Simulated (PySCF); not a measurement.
Computed IR spectrum (relative IR intensity) of a molecule C2H5FOSi2. Geometry optimised at PBE0-D3(BJ)/def2-SVP. One conformer was computed; it need not be the lowest. Level of theory: PBE0-D3(BJ)/def2-SVP (PySCF). Frequencies are harmonic and unscaled.

| ν (cm⁻¹) | relative intensity |
|---|---|
| 316 | 2.7 |
| 323 | 3.0 |
| 371 | 7.2 |
| 610 | 2.3 |
| 678 | 8.4 |
| 693 | 16 |
| 745 | 20 |
| 828 | 30 |
| 917 | 6.2 |
| 934 | 46 |
| 952 | 26 |
| 1236 | 100 |
| 1255 | 15 |
| 1692 | 14 |
| 2233 | 44 |
| 2251 | 23 |
| 2257 | 36 |
| 3203 | 2.3 |

Task: Which structure fits?
A. F[SiH2]C1=CO[SiH2]1
B. O[Si@@]1(F)C=C[SiH2]1
C. FC1=CO[SiH2][SiH2]1
D. O[Si@H]1C=C[Si@H]1F

Result: C, FC1=CO[SiH2][SiH2]1
